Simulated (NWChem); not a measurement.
System: SiNH₄OCl; SMILES N[SiH](O)Cl

Output (shortened):

```
             Northwest Computational Chemistry Package (NWChem) 7.3.0
             --------------------------------------------------------

                             Geometry "geometry" -> ""
                             -------------------------

 Output coordinates in angstroms (scale by  1.889725989 to convert to a.u.)

  No.       Tag          Charge          X              Y              Z
 ---- ---------------- ---------- -------------- -------------- --------------
    1 Si                  14.0000    -0.07714900    -0.53321600    -0.40496700
    2 N                    7.0000     1.25007200    -1.34136200     0.28138500
    3 O                    8.0000    -1.43183400    -1.03026800     0.40079100
    4 Cl                  17.0000    -0.05548500     1.55076500    -0.21865000
    5 H                    1.0000    -0.07758900    -0.80039800    -1.86280900
    6 H                    1.0000     2.11483300    -1.45682400    -0.23236500
    7 H                    1.0000     1.38583500    -1.38529400     1.28457600
    8 H                    1.0000    -2.11895300    -0.36495800     0.50371200

 Effective nuclear repulsion energy (a.u.)     226.3576809209

                                 NWChem DFT Module
                                 -----------------

 Summary of "ao basis" -> "ao basis" (spherical)
 ------------------------------------------------------------------------------
       Tag                 Description            Shells   Functions and Types
 ---------------- ------------------------------  ------  ---------------------
 Si                         def2-svp                 8       18   4s3p1d
 N                          def2-svp                 6       14   3s2p1d
 O                          def2-svp                 6       14   3s2p1d
 Cl                         def2-svp                 8       18   4s3p1d
 H                          def2-svp                 3        5   2s1p

 in cosmo_initialize ...
 calling solv_data for solv:hexane

 solvent parameters
 solvname_short: hexane
 solvname_long:  n-hexane
 dielec:        1.8819
 dielecinf:     1.8903
 nonaqueous SMD model solvent descriptors
 dielec:        1.8819
 sola:          0.0000
 solb:          0.0000
 solc:          0.0000
 solg:         25.7500
 solh:          0.0000
 soln:          1.3749

          ---------------
          -cosmo- solvent
          ---------------
 Cosmo: York-Karplus, doi: 10.1021/jp992097l
 dielectric constant -eps-     =   1.88
 screen = (eps-1)/(eps    )    =   0.46862
 surface charge correction     = lagrangian

   van der Waals surface
 --------------------------

 ---------- ATOMIC COORDINATES (A.U.) ------------ VDWR(ANG.) --
     1   -0.14579047   -1.00763213   -0.76527666     2.470
     2    2.36229355   -2.53480663    0.53174055     1.890
     3   -2.70577392   -1.94692421    0.75738517     2.294
     4   -0.10485145    2.93052092   -0.41318859     2.380
     5   -0.14662195   -1.51253290   -3.52019858     1.200
     6    3.99645488   -2.75299817   -0.43910618     1.200
     7    2.61884842   -2.61782607    2.42749665     1.200
     8   -4.00424055   -0.68967062    0.95187766     1.200
 number of segments per atom =        128
 number of   points per atom =        128
 atom (   nspa,  nppa )
 ----------------------
    1 (     44,     0 )       0
    2 (     55,     0 )       0
    3 (     80,     0 )       0
    4 (     92,     0 )       0
    5 (     30,     0 )       0
    6 (     43,     0 )       0
    7 (     41,     0 )       0
    8 (      0,     0 )       0
 number of -cosmo- surface points =      385
 molecular surface =    135.493 angstrom**2
 molecular volume  =    131.540 angstrom**3
 -lineq- algorithm             =   0
 -bem- low  level              =   3
 -bem- from -octahedral-
 gaussian surface charge width =   4.50000
 degree of switching           =   1.00000
 switching function tolerance  =   0.00010
 atomic radii =
 --------------
    1 14.000  2.470
    2  7.000  1.890
    3  8.000  2.294
    4 17.000  2.380
    5  1.000  1.200
    6  1.000  1.200
    7  1.000  1.200
    8  1.000  1.200
 ...... end of -cosmo- initialization ......

 nat:                     8
 ixmem:                  3618
 calling mnsol_interface()
 G(SMD-CDS) energy (kcal/mol)  =    -0.864
 SMD-CDS SASA (angstrom**2)    =   135.336

            General Information
            -------------------
          SCF calculation type: DFT
          Wavefunction type:  closed shell.
          No. of atoms     :     8
          No. of electrons :    50
           Alpha electrons :    25
            Beta electrons :    25
          Charge           :     0
          Spin multiplicity:     1
          Use of symmetry is: off; symmetry adaption is: off
          Maximum number of iterations: 150
          AO basis - number of functions:    84
                     number of shells:    40
          Convergence on energy requested:  1.00D-06
          Convergence on density requested:  1.00D-05
          Convergence on gradient requested:  5.00D-04

              XC Information
              --------------
                         PBE0 Method XC Functional
                     Hartree-Fock (Exact) Exchange  0.250
          PerdewBurkeErnzerhof Exchange Functional  0.750
            Perdew 1991 LDA Correlation Functional  1.000 local
           PerdewBurkeErnz. Correlation Functional  1.000 non-local

             Grid Information
             ----------------
          Grid used for XC integration:  medium
          Radial quadrature: Mura-Knowles
          Angular quadrature: Lebedev.
          Tag              B.-S. Rad. Rad. Pts. Rad. Cut. Ang. Pts.
          ---              ---------- --------- --------- ---------
          Si                  1.10       88           8.0       590
          N                   0.65       49          10.0       434
          O                   0.60       49          10.0       434
          Cl                  1.00       88          10.0       590
          H                   0.35       45          11.0       434
          Grid pruning is: on
          Number of quadrature shells:   454
          Spatial weights used:  Erf1

      Superposition of Atomic Density Guess
      -------------------------------------

 Sum of atomic energies:        -878.99451502

      Non-variational initial energy
      ------------------------------

 Total energy =    -880.384763
 1-e energy   =   -1664.554299
 2-e energy   =     557.811855
 HOMO         =      -0.361467
 LUMO         =       0.073274

   convergence    iter        energy       DeltaE   RMS-Dens  Diis-err
 ---------------- ----- ----------------- --------- --------- ---------
     COSMO gas phase
 d= 0,ls=0.0,diis     1   -881.3694421604 -1.11D+03  1.35D-02  7.26D-01
 d= 0,ls=0.0,diis     2   -881.3470521078  2.24D-02  7.61D-03  9.85D-01
 d= 0,ls=0.0,diis     3   -881.4453347282 -9.83D-02  1.47D-03  2.80D-02
 d= 0,ls=0.0,diis     4   -881.4476020990 -2.27D-03  5.88D-04  3.64D-03
 d= 0,ls=0.0,diis     5   -881.4480351100 -4.33D-04  8.86D-05  1.33D-04
  Resetting Diis
 d= 0,ls=0.0,diis     6   -881.4480477833 -1.27D-05  3.61D-05  1.38D-05
 d= 0,ls=0.0,diis     7   -881.4480493641 -1.58D-06  1.42D-05  5.99D-07
 d= 0,ls=0.0,diis     8   -881.4480493320  3.21D-08  7.74D-06  8.80D-07

   convergence    iter        energy       DeltaE   RMS-Dens  Diis-err
 ---------------- ----- ----------------- --------- --------- ---------
     COSMO solvation phase
 d= 0,ls=0.0,diis     1   -881.4535378918 -5.49D-03  5.29D-04  5.45D-04
 d= 0,ls=0.0,diis     2   -881.4536741778 -1.36D-04  1.33D-04  1.29D-04
 d= 0,ls=0.0,diis     3   -881.4536869847 -1.28D-05  4.73D-05  2.90D-05
 d= 0,ls=0.0,diis     4   -881.4536894007 -2.42D-06  1.76D-05  5.34D-06
 d= 0,ls=0.0,diis     5   -881.4536899106 -5.10D-07  4.86D-06  1.25D-07

         Total DFT energy =     -881.453689910550
      One electron energy =    -1668.044172225550
           Coulomb energy =      626.128395526164
    Exchange-Corr. energy =      -65.871705175948
 Nuclear repulsion energy =      226.357680920922

             COSMO energy =       -0.023888956138

 Numeric. integr. density =       50.000000317477

                                COSMO-SMD solvation results
                                ---------------------------

             internal energy in gas <Psi(g)|H|Psi(g)> =      -881.448049332016
         internal energy in solvent <Psi(s)|H|Psi(s)> =      -881.447890323072
                               delta internal energy  =         0.000159008944 (    0.10 kcal/mol)
   total free energy in solvent <Psi(s)|H+V/2|Psi(s)> =      -881.452312355404
 polarization energy contribution <Psi(s)|V/2|Psi(s)> =        -0.004422032332 (   -2.77 kcal/mol)
    total free energy in solvent including G(SMD-CDS) =      -881.453689910550
                       G(SMD-CDS) energy contribution =        -0.001377555147 (   -0.86 kcal/mol)
     1 M fixed-concentration free energy of solvation =        -0.005640578534 (   -3.54 kcal/mol)

                       DFT Final Molecular Orbital Analysis
                       ------------------------------------

 Vector   23  Occ=2.000000D+00  E=-3.267074D-01
              MO Center= -4.3D-01,  4.4D-01, -1.4D-01, r^2= 3.4D+00
   Bfn.  Coefficient  Atom+Function         Bfn.  Coefficient  Atom+Function
  ----- ------------  ---------------      ----- ------------  ---------------
    57      0.442357  4 Cl px                54      0.325649  4 Cl px
    37      0.257780  3 O  py                58      0.203981  4 Cl py
    51      0.189988  4 Cl px                40      0.187618  3 O  py
    36      0.182517  3 O  px                38      0.178467  3 O  pz
    55      0.145629  4 Cl py                41      0.138021  3 O  pz

 Vector   24  Occ=2.000000D+00  E=-3.203002D-01
              MO Center= -1.1D-01,  8.3D-01, -4.3D-01, r^2= 2.8D+00
   Bfn.  Coefficient  Atom+Function         Bfn.  Coefficient  Atom+Function
  ----- ------------  ---------------      ----- ------------  ---------------
    59      0.556324  4 Cl pz                56      0.404961  4 Cl pz
    53      0.236290  4 Cl pz                65      0.221886  5 H  s
    66      0.204835  5 H  s                 38      0.150212  3 O  pz
    10     -0.108481  1 Si pz                41      0.107472  3 O  pz
    21     -0.105198  2 N  s                 22     -0.066634  2 N  px

 Vector   25  Occ=2.000000D+00  E=-2.820502D-01
              MO Center=  9.7D-01, -9.5D-01,  1.6D-01, r^2= 2.3D+00
   Bfn.  Coefficient  Atom+Function         Bfn.  Coefficient  Atom+Function
  ----- ------------  ---------------      ----- ------------  ---------------
    23      0.497478  2 N  py                26     -0.420360  2 N  py
    57      0.209077  4 Cl px                58     -0.180171  4 Cl py
    22      0.166180  2 N  px                54      0.149842  4 Cl px
    25     -0.134145  2 N  px                55     -0.118720  4 Cl py
    12     -0.107838  1 Si py                51      0.086802  4 Cl px

 Vector   26  Occ=0.000000D+00  E= 5.996152D-02
              MO Center= -1.0D+00, -5.2D-01,  1.5D-01, r^2= 4.7D+00
   Bfn.  Coefficient  Atom+Function         Bfn.  Coefficient  Atom+Function
  ----- ------------  ---------------      ----- ------------  ---------------
    35      0.879823  3 O  s                 81     -0.723980  8 H  s
     4     -0.590927  1 Si s                 11      0.482762  1 Si px
    21      0.455466  2 N  s                 71     -0.361374  6 H  s
    13     -0.235790  1 Si pz                76     -0.224379  7 H  s
    40      0.217133  3 O  py                12      0.193798  1 Si py

 Vector   27  Occ=0.000000D+00  E= 6.404338D-02
              MO Center=  1.1D+00, -8.1D-01, -5.0D-02, r^2= 4.7D+00
   Bfn.  Coefficient  Atom+Function         Bfn.  Coefficient  Atom+Function
  ----- ------------  ---------------      ----- ------------  ---------------
    21      1.347958  2 N  s                 11     -0.826316  1 Si px
    76     -0.658000  7 H  s                 71     -0.601875  6 H  s
     4     -0.430261  1 Si s                 66      0.210373  5 H  s
    57      0.206784  4 Cl px                20      0.200897  2 N  s
     8     -0.175972  1 Si px                35     -0.175884  3 O  s

 Vector   28  Occ=0.000000D+00  E= 8.089507D-02
              MO Center= -8.7D-02, -1.6D-01, -7.0D-01, r^2= 3.5D+00
   Bfn.  Coefficient  Atom+Function         Bfn.  Coefficient  Atom+Function
  ----- ------------  ---------------      ----- ------------  ---------------
    12      0.928641  1 Si py                66     -0.670719  5 H  s
     4      0.624095  1 Si s                 58      0.614278  4 Cl py
    50     -0.573602  4 Cl s                  3      0.562141  1 Si s
    13     -0.374812  1 Si pz                21      0.358550  2 N  s
     9      0.346403  1 Si py                 2      0.244764  1 Si s

     Multipole analysis of the density
     ---------------------------------

     L   x y z        total         alpha         beta         nuclear
     -   - - -        -----         -----         ----         -------
     0   0 0 0     -0.000000    -25.000000    -25.000000     50.000000

     1   1 0 0      0.343326      3.406282      3.406282     -6.469237
     1   0 1 0     -0.245545      2.467258      2.467258     -5.180062
     1   0 0 1      0.180852      4.358798      4.358798     -8.536745

     2   2 0 0    -22.713493    -79.858065    -79.858065    137.002638
     2   1 1 0     -3.332352      7.240667      7.240667    -17.813687
     2   1 0 1      0.167462      2.081814      2.081814     -3.996166
     2   0 2 0    -31.831087   -142.268519   -142.268519    252.705952
     2   0 1 1      0.369843     15.934171     15.934171    -31.498499
     2   0 0 2    -26.999203    -32.026160    -32.026160     37.053117
```

Level: PBE0/def2-SVP, SMD on the gas-phase geometry. The geometry was optimised at PBE0/def2-SVP. Solvent: n-hexane.

### Question
Which NWChem input produces such a log?

### Answer
This is not unique; one that fits is the input that was run:
```
start job
memory heap 200 mb stack 900 mb global 1100 mb
geometry units angstroms noautosym nocenter noautoz
  Si    -0.077149    -0.533216    -0.404967
  N      1.250072    -1.341362     0.281385
  O     -1.431834    -1.030268     0.400791
  Cl    -0.055485     1.550765    -0.218650
  H     -0.077589    -0.800398    -1.862809
  H      2.114833    -1.456824    -0.232365
  H      1.385835    -1.385294     1.284576
  H     -2.118953    -0.364958     0.503712
end
basis spherical
  * library def2-svp
end
dft
  xc pbe0
  iterations 150
end
cosmo
  do_cosmo_smd true
  solvent hexane
end
task dft energy
```
